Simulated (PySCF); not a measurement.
The same groups moved round the core (butadiene chloro+silyl). Isolated molecules, 0 K electronic values unless said otherwise. One relaxed conformer stands for each flexible species; it need not be the lowest. Strings in code marks are SMILES.

The four lowest singlet excitations (Tamm–Dancoff). Method: TPSSh-D3(BJ)/def2-TZVP // CAM-B3LYP-D3(BJ)/def2-TZVP in PySCF 2.14.0. Excitations are Tamm–Dancoff values on a coarser integration grid. The basis has no diffuse functions, so Rydberg states are missing or too high.

| state | energy (eV) | wavelength (nm) | oscillator strength |
|---|---|---|---|
| S1 | 5.52 | 225 | 1.279 |
| S2 | 5.90 | 210 | 0.001 |
| S3 | 6.34 | 196 | 0.003 |
| S4 | 6.35 | 195 | 0.063 |

Problem. Say which member gives these states.
A. `[SiH3]/C=C/C=C/Cl` (C–C–C–C torsion 180°)
B. `[SiH3]/C=C\C=C/Cl` (C–C–C–C torsion 180°)
C. `C=C/C(Cl)=C\[SiH3]` (C–C–C–Cl torsion 0°)
D. `C=C([SiH3])C(=C)Cl` (Si–C–C–Cl torsion 45°)

Solution. A, `[SiH3]/C=C/C=C/Cl` (C–C–C–C torsion 180°)
